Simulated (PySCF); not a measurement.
Compound: C5H9OP.
Numbering: `[CH3:1]/[CH:2]=[CH:3]/[P:4]=[CH:5]\[O:6][CH3:7]` (hydrogens: H8, H9, H10 on C1; H11 on C2; H12 on C3; H13 on C5; H14, H15, H16 on C7)

Geometry (PBE0-D3(BJ)/def2-SVP, Å), atoms numbered from 1 in this order:
```
atom  x, y, z in Å
C1     3.331    0.128   -0.290
C2     2.166   -0.652   -0.795
C3     0.877   -0.395   -0.513
P4    -0.452   -1.419   -1.181
C5    -1.816   -0.675   -0.518
O6    -1.843    0.393    0.286
C7    -3.110    0.847    0.692
H8     3.937    0.522   -1.123
H9     3.012    0.974    0.336
H10    4.005   -0.509    0.308
H11    2.401   -1.505   -1.447
H12    0.617    0.453    0.133
H13   -2.799   -1.104   -0.766
H14   -2.951    1.725    1.332
H15   -3.726    1.143   -0.175
H16   -3.647    0.075    1.270
```

Linear response at CAM-B3LYP/def2-SVPD (PySCF, frozen core in the response, non-relativistic). One conformer (not necessarily the lowest) at the PBE0-D3(BJ)/def2-SVP geometry, without solvent, vibrations or thermal averaging.

Static isotropic polarisability: 104.48 au (15.48 Å³), principal values 66.3, 89.3, 157.8 au.

What is the polarisability at 1064 nm and at the sodium D line?

106.61 au at 1064 nm (+2.0 %), 112.34 au at 589.3 nm (+7.5 %). The rise at 589.3 nm is 3.69 times that at 1064 nm; a pure ω² law gives 3.26. The lowest singlet lies at 273 nm, shorter than both wavelengths.

What is the isotropic C6 coefficient between two such molecules, C6 = (3/π)∫α(iω)² dω?

3528 au (Eh·bohr⁶) by a ten-point quadrature over imaginary frequencies, which is 2110 eV·Å⁶ or 203 J·nm⁶/mol.

Which effective excitation energy ω̄ makes London's formula C6 = (3/4)α²ω̄ exact here?

ω̄ = 4·C6/(3α²) = 0.431 Eh = 11.7 eV. A one-pole form α(ω) = α/(1 − ω²/ω̄²) fitted to the 1064 nm value gives 8.2 eV. London's choice of the ionisation energy (7.67 eV, ΔSCF at the same level) gives C6 = 2310 au, 35 % too low.

How many electrons N does the Slater–Kirkwood formula C6 = (3/4)·√N·α^(3/2) need to give this C6?

N = (4·C6/3)²/α³ = 19.4; the species has 62 electrons in all.

How anisotropic is the static polarisability, by Δα² = ½[(α1 − α2)² + (α2 − α3)² + (α3 − α1)²]?

Δα = 82.4 au, or 0.79 of the isotropic value.

What three-body coefficient follows from the one-pole estimate C9 = (3/4)·α·C6?

276000 au. This is an estimate from the two numbers above, not a computed integral.

What n − 1 at the D line would an ideal gas of it have at 273.15 K and 1 atm (2.6868 × 10¹⁹ cm⁻³), by n − 1 = 2π·N·α′?

28.10 × 10⁻⁴, a formal value whether or not that pressure can be reached.
